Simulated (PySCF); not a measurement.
SMILES [CH2]N (CH4N), doublet (B3LYP/def2-SVP optimised geometry):

```
6

C     -0.672    -0.034     0.000
N      0.723    -0.034     0.000
H     -1.158     0.945     0.000
H     -1.158    -0.846    -0.547
H      1.158    -0.945     0.120
H      1.158     0.655     0.608
```

Method: unrestricted B3LYP/def2-TZVP in PySCF.

Task: What are the frontier orbital energies (α orbitals alone; a β orbital can be the lowest empty one) and the dipole moment?

Result: HOMO-2 -10.42 eV, HOMO-1 -9.53 eV, HOMO -4.21 eV, LUMO 0.75 eV, LUMO+1 2.09 eV; dipole moment 1.21 D.

On the same geometry unrestricted PBE/def2-TZVP (PySCF) gives HOMO-2 -9.09 eV, HOMO-1 -8.11 eV, HOMO -3.07 eV, LUMO 0.27 eV, LUMO+1 1.58 eV; dipole moment 1.28 D.

Meta-Löwdin charges at B3LYP/def2-TZVP: C1 -0.28, N2 -0.40, H3 0.11, H4 0.11, H5 0.23, H6 0.23.
